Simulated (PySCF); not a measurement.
Molfile (atoms numbered from 1):
```
C6H10N2
     RDKit          3D

 18 18  0  0  0  0  0  0  0  0999 V2000
   -2.7622    0.4662   -0.3354 C   0  0  0  0  0  0  0  0  0  0  0  0
   -1.4378   -0.0305   -0.0975 N   0  0  0  0  0  0  0  0  0  0  0  0
   -1.0913   -1.3375    0.0271 C   0  0  0  0  0  0  0  0  0  0  0  0
    0.2462   -1.4114    0.3050 C   0  0  0  0  0  0  0  0  0  0  0  0
    0.7371   -0.0880    0.3658 C   0  0  0  0  0  0  0  0  0  0  0  0
    2.1614    0.3283    0.5785 C   0  0  0  0  0  0  0  0  0  0  0  0
    2.9219    0.4948   -0.6599 N   0  0  0  0  0  0  0  0  0  0  0  0
   -0.3329    0.7336    0.1089 C   0  0  0  0  0  0  0  0  0  0  0  0
   -3.2725    0.6938    0.6060 H   0  0  0  0  0  0  0  0  0  0  0  0
   -3.3453   -0.2807   -0.8737 H   0  0  0  0  0  0  0  0  0  0  0  0
   -2.7164    1.3773   -0.9327 H   0  0  0  0  0  0  0  0  0  0  0  0
   -1.8173   -2.1176   -0.0960 H   0  0  0  0  0  0  0  0  0  0  0  0
    0.8180   -2.3060    0.4556 H   0  0  0  0  0  0  0  0  0  0  0  0
    2.1983    1.2831    1.1112 H   0  0  0  0  0  0  0  0  0  0  0  0
    2.6802   -0.4242    1.1787 H   0  0  0  0  0  0  0  0  0  0  0  0
    2.4737    1.1966   -1.2414 H   0  0  0  0  0  0  0  0  0  0  0  0
    2.9129   -0.3763   -1.1821 H   0  0  0  0  0  0  0  0  0  0  0  0
   -0.3828    1.8046    0.0633 H   0  0  0  0  0  0  0  0  0  0  0  0
  1  2  1  0
  2  3  1  0
  3  4  2  0
  4  5  1  0
  5  6  1  0
  6  7  1  0
  5  8  2  0
  8  2  1  0
  1  9  1  0
  1 10  1  0
  1 11  1  0
  3 12  1  0
  4 13  1  0
  6 14  1  0
  6 15  1  0
  7 16  1  0
  7 17  1  0
  8 18  1  0
M  END
```

- geometry: GFN2-xTB
- shielding tensors at PBE0/pcSseg-1 (GIAO)
- run in PySCF 2.14.0 with density-fitted response routines
- single conformer, rapidly exchanging positions averaged, no relativistic terms, isolated molecule

References, each an isolated molecule treated in the same way: TMS for ¹³C (σref 186.93).

**Question.** Do the ¹³C shifts follow the atomic charges (in e)? Tabulate both.

**Answer.** 
```tsv
atoms	hybridisation	δ (ppm)	σ para (ppm)	Hirshfeld	IAO	Mulliken	ESP-fitted
C5	sp2	137.8	-215	-0.05	-0.08	-0.32	-0.24
C3	sp2	124.4	-192	-0.04	-0.12	+0.18	-0.33
C8	sp2	120.7	-189	-0.05	-0.14	+0.20	-0.36
C4	sp2	113.2	-180	-0.11	-0.24	-0.17	-0.26
C6	sp3	45.5	-98	-0.03	-0.15	+0.07	+0.42
C1	sp3	36.9	-92	-0.05	-0.31	-0.04	-0.47
```

Correlation coefficients of δ with charge over these carbons: Hirshfeld -0.29, IAO +0.65, Mulliken -0.17, ESP-fitted -0.37; with the paramagnetic shielding -1.00. Among the 4 sp2 carbons alone: Hirshfeld +0.68, IAO +0.94, Mulliken -0.41, ESP-fitted +0.35. With so few points, grouped by hybridisation, these coefficients are fragile. Charge is one influence among several: hybridisation and low-lying excitations act through the paramagnetic term.

Shifts are as computed. Against solution values, carbons near 30 ppm lie about +3 ppm off and those near 130 ppm about +5 ppm. Of 1211 compounds with measured shifts, 218 miss one by over three times the rms of a fit or turn the order of signals round; such compounds aren't used in these exercises.
